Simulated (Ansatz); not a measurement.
`CB[SiH2]SC` + H₂O → `CS[SiH2]BO` + CH₄  (formal hydrolysis of a B–C bond)

Gas-phase electronic energies from Ansatz, PBE0-D4/def2-TZVP geometries. CCSD(T)/CBS adds triple-zeta CCSD(T) − MP2 to the extrapolated MP2 energy (def2 sets, frozen cores). This one scheme is used for every species. One conformer a species, not always the lowest.

```json
{"species": "`CB[SiH2]SC`", "MP2/def2-TZVPP energy (Eh)": "-792.94593"}
{"species": "H₂O", "MP2/def2-TZVPP energy (Eh)": "-76.32349"}
{"species": "`CS[SiH2]BO`", "MP2/def2-TZVPP energy (Eh)": "-828.90885"}
{"species": "CH₄", "MP2/def2-TZVPP energy (Eh)": "-40.41206"}
```

Problem. Work out ΔE.

Solution. ΔE = (-828.90885) + (-40.41206) − (-792.94593) − (-76.32349) = -0.05149 Eh = -1.40 eV. CCSD(T)/CBS gives -1.35 eV.

Largest T1 diagnostic among the species: 0.013.

From PBE to PBE0 (25 % exact exchange), in def2-TZVPP and without D4, ΔE moves by +0.04 eV. The D4 term adds +0.03 eV with B3LYP and +0.02 eV with PBE0; it sums over pairs of atoms, weighted by their polarisabilities, and B3LYP, whose exchange is more repulsive, gets the larger term.

B3LYP here is the variant with VWN-RPA as its local correlation; programs differ in this.
